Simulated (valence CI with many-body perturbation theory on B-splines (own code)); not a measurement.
**As: electric-dipole lines**

Method: valence CI with perturbative core correlation (CI+MBPT): five valence electrons over a frozen Dirac-Fock core [Ar] 3d10, radial functions for each j: 10 s, 10 p, 9 d, 7 f, 4 g, 2 h, with the one-electron correlation potential Σ1, the two-electron term Σ2, the three-electron term Σ3, Breit, model QED; selected CI, second order for the rest, scaled by the run's own slope (own B-spline code, finite nucleus).

Set against measurement, 11 paired levels are off by 73 cm⁻¹ on average, the worst by 115. These come from a selection out of the NIST Handbook of Basic Atomic Spectroscopic Data. Levels without a partner in it may be off by more. Among the levels kept, up to 860 cm⁻¹ of a level comes from second order outside the variational space, and about a tenth of that is noise between levels of different J, which matters for small intervals.

Lines 201 to 250 of 266 in falling wavelength, among levels below 69917 cm⁻¹, chosen from the strongest by gf and those to the six lowest levels. Wavelengths and rates use the calculated energies, so an error of 70 cm⁻¹ moves a line at 199.5 nm by 0.14 % and its rate by three times that or more. Electric multipoles are in the length gauge, E1 and E2 with the static RPA response of the core. Weak lines are less certain than strong ones. Lines between different terms over intervals too small for the method are left out, as are lines whose strength nearly cancels. The highest levels of a list are the least certain.

Names give the largest LS component (configuration and term), which can be under half, so a name can repeat, a term be missing and a line seem to break the LS rules; names also repeat where a configuration has a term twice. Letters in brackets count levels of one name in rising energy.

```
λ vac (nm)  λ from measured levels                Upper           Lower   A (s⁻¹)  S (a.u.)
     199.5                   199.0      4s²4p²5s ²D_3/2  4s²4p³ ²D°_3/2  2.03e+08  3.18e+00
     198.3                              4s²4p²6s ⁴P_5/2  4s²4p³ ²P°_3/2  5.76e+05  1.33e-02
     197.6                   197.3      4s²4p²5s ⁴P_1/2  4s²4p³ ⁴S°_3/2  1.88e+08  1.43e+00
     196.9                              4s²4p²6s ²P_3/2  4s²4p³ ²P°_3/2  2.12e+07  3.19e-01
     196.8                          4s²4p²4d ⁴P_5/2 [b]  4s²4p³ ²P°_3/2  5.29e+06  1.19e-01
     195.2                              4s²4p²6s ²P_3/2  4s²4p³ ²P°_1/2  1.52e+06  2.23e-02
     194.1                   193.8      4s²4p²5s ⁴P_3/2  4s²4p³ ⁴S°_3/2  1.93e+08  2.79e+00
     194.0                          4s²4p²4d ⁴P_5/2 [a]  4s²4p³ ²D°_5/2  1.37e+05  2.96e-03
     192.8                          4s²4p²4d ⁴P_5/2 [a]  4s²4p³ ²D°_3/2  8.09e+05  1.72e-02
     191.2                              4s²4p²4d ⁴P_3/2  4s²4p³ ²D°_5/2  4.38e+05  6.04e-03
     190.0                              4s²4p²4d ⁴P_3/2  4s²4p³ ²D°_3/2  8.37e+05  1.13e-02
     189.4                   189.0      4s²4p²5s ⁴P_5/2  4s²4p³ ⁴S°_3/2  2.06e+08  4.14e+00
     189.3                              4s²4p²4d ⁴F_3/2  4s²4p³ ²D°_5/2  1.01e+04  1.35e-04
     188.5                   188.2      4s²4p²5s ²P_1/2  4s²4p³ ⁴S°_3/2  5.54e+06  3.67e-02
     188.1                              4s²4p²4d ⁴F_3/2  4s²4p³ ²D°_3/2  7.58e+06  9.95e-02
     187.9                              4s²4p²4d ⁴F_5/2  4s²4p³ ²D°_5/2  2.93e+06  5.75e-02
     187.8                              4s²4p²4d ⁴P_1/2  4s²4p³ ²D°_3/2  5.63e+04  3.68e-04
     186.8                              4s²4p²4d ⁴F_5/2  4s²4p³ ²D°_3/2  1.43e+07  2.76e-01
     186.4                              4s²4p²4d ²P_3/2  4s²4p³ ²D°_5/2  1.62e+06  2.08e-02
     185.8                              4s²4p²4d ⁴F_7/2  4s²4p³ ²D°_5/2  1.28e+07  3.25e-01
     185.2                              4s²4p²4d ²P_3/2  4s²4p³ ²D°_3/2  1.39e+07  1.75e-01
     183.5                   183.1      4s²4p²5s ²P_3/2  4s²4p³ ⁴S°_3/2  4.43e+06  5.41e-02
     182.8                              4s²4p²4d ²P_1/2  4s²4p³ ²D°_3/2  2.55e+06  1.54e-02
     182.4                              4s²4p²4d ²F_5/2  4s²4p³ ²D°_5/2  1.24e+06  2.22e-02
     181.3                              4s²4p²4d ²F_5/2  4s²4p³ ²D°_3/2  1.59e+08  2.80e+00
     180.7                              4s²4p²4d ⁴D_3/2  4s²4p³ ²D°_5/2  9.30e+05  1.08e-02
     179.9                              4s²4p²4d ⁴D_5/2  4s²4p³ ²D°_5/2  1.24e+07  2.15e-01
     179.7                              4s²4p²4d ⁴D_7/2  4s²4p³ ²D°_5/2  1.50e+07  3.43e-01
     179.7                              4s²4p²4d ⁴D_3/2  4s²4p³ ²D°_3/2  6.84e+06  7.83e-02
     179.2                              4s²4p²4d ⁴D_1/2  4s²4p³ ²D°_3/2  4.52e+06  2.57e-02
     178.9                              4s²4p²4d ⁴D_5/2  4s²4p³ ²D°_3/2  2.63e+07  4.45e-01
     178.0                              4s²4p²6s ⁴P_1/2  4s²4p³ ²D°_3/2  6.06e+06  3.37e-02
     176.6                              4s²4p²4d ²F_7/2  4s²4p³ ²D°_5/2  1.99e+08  4.33e+00
     176.2                              4s²4p²6s ⁴P_3/2  4s²4p³ ²D°_5/2  7.35e+06  7.94e-02
     174.9                              4s²4p²4d ²D_3/2  4s²4p³ ²D°_5/2  1.26e+07  1.33e-01
     174.5                              4s²4p²4d ²D_5/2  4s²4p³ ²D°_5/2  8.41e+07  1.32e+00
     174.0                              4s²4p²6s ²P_1/2  4s²4p³ ²D°_3/2  6.03e+07  3.13e-01
     173.9                              4s²4p²4d ²D_3/2  4s²4p³ ²D°_3/2  3.34e+07  3.47e-01
     173.5                              4s²4p²4d ²D_5/2  4s²4p³ ²D°_3/2  2.71e+07  4.20e-01
     172.0                              4s²4p²6s ⁴P_5/2  4s²4p³ ²D°_5/2  3.86e+06  5.82e-02
     171.0                              4s²4p²6s ⁴P_5/2  4s²4p³ ²D°_3/2  6.22e+05  9.21e-03
     170.9                              4s²4p²6s ²P_3/2  4s²4p³ ²D°_5/2  5.29e+07  5.21e-01
     170.8                          4s²4p²4d ⁴P_5/2 [b]  4s²4p³ ²D°_5/2  1.25e+07  1.84e-01
     169.9                              4s²4p²6s ²P_3/2  4s²4p³ ²D°_3/2  5.03e+05  4.87e-03
     169.8                          4s²4p²4d ⁴P_5/2 [b]  4s²4p³ ²D°_3/2  4.76e+06  6.90e-02
     164.6                   164.4      4s²4p²5s ²D_5/2  4s²4p³ ⁴S°_3/2  5.48e+06  7.24e-02
     164.6                   164.4      4s²4p²5s ²D_3/2  4s²4p³ ⁴S°_3/2  1.27e+06  1.12e-02
     160.0                          4s²4p²4d ⁴P_5/2 [a]  4s²4p³ ⁴S°_3/2  1.67e+08  2.03e+00
     158.1                              4s²4p²4d ⁴P_3/2  4s²4p³ ⁴S°_3/2  1.54e+08  1.20e+00
     156.8                              4s²4p²4d ⁴F_3/2  4s²4p³ ⁴S°_3/2  2.62e+07  2.00e-01
```
